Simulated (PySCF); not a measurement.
An unknown gives this computed stick spectrum. Method: PySCF 2.14.0, density-fitted response routines, TDDFT CAM-B3LYP/def2-SVPD, vertical, gas phase, core orbitals frozen in the response. Geometries: GFN2-xTB, one conformer each.

| state | ν̃ (cm⁻¹) | f | main configurations (H = HOMO, L = LUMO) |
| --- | --- | --- | --- |
| S1 | 44530 | 0.0058 | H→L (59%), H→L+1 (22%) |
| S2 | 45670 | 0.0041 | H→L+1 (26%), H→L (25%), H→L+3 (21%) |
| S3 | 48230 | 0.030 | H→L+2 (49%), H→L+1 (20%), H→L+5 (9%) |
| S4 | 48630 | 0.048 | H→L+3 (44%), H→L+2 (27%), H→L+1 (11%) |
| S5 | 51100 | 0.0037 | H-1→L (49%), H→L+4 (9%) |
| S6 | 52910 | 0.028 | H→L+4 (37%), H-1→L (19%), H→L+8 (11%) |
| S7 | 53340 | 0.010 | H→L+7 (16%), H→L+4 (12%), H→L+8 (12%) |
| S8 | 54830 | 0.028 | H→L+5 (35%), H→L+4 (16%), H-1→L+2 (10%) |

Triplets computed (Tamm–Dancoff): 5.04, 5.14, 5.35 eV.

Question: Which candidate is it? All have the formula C2H9PSSi2.
A. `[SiH2](S/C=C/[SiH3])P`
B. `C1S[Si@@H]([SiH2]P)C1`
C. `[SiH3]/C=C\S[SiH2]P`
D. `P[SiH2]S[SiH]1CC1`

Answer: D. Its S1, at 5.52 eV, is the highest among the candidates; the nearest of the others has S1 at 5.18 eV. S1 is HOMO→LUMO (59%), HOMO→LUMO+1 (22%). Löwdin shares by element: HOMO carbon 36%, sulfur 29%, silicon 18% or more (atoms not listed hold the other 16%); LUMO silicon 24% or more, sulfur 23%, phosphorus 14%, hydrogen 8% or more (atoms not listed hold the other 30%). At the same level the other candidates give, for their lowest levels:
- `P[SiH2][Si@H]1CCS1`: 4.71 eV (f 0.009); 5.01 eV (f 0.003); 5.67 eV (f 0.003); 5.94 eV (f 0.008); 6.11 eV (f 0.019); T1 4.39 eV; HOMO -7.84, LUMO 0.00 eV
- `[SiH3]/C=C/S[SiH2]P`: 5.17 eV (f 0.025); 5.56 eV (f 0.307); 5.76 eV (f 0.032); 6.26 eV (f 0.007); 6.43 eV (f 0.005); T1 3.79 eV; HOMO -7.84, LUMO 0.47 eV
- `[SiH3]/C=C\S[SiH2]P`: 5.18 eV (f 0.019); 5.48 eV (f 0.256); 5.79 eV (f 0.029); 6.29 eV (f 0.013); 6.37 eV (f 0.006); T1 3.73 eV; HOMO -7.88, LUMO 0.41 eV

The values belong to the conformer `[PH2:1][SiH2:2][S:3][SiH:4]1[CH2:5][CH2:6]1`: P1–Si2–S3–Si4 63°, Si2–S3–Si4–C5 -24°, H–P1–Si2–S3 65°, H–P1–Si2–S3 158°.
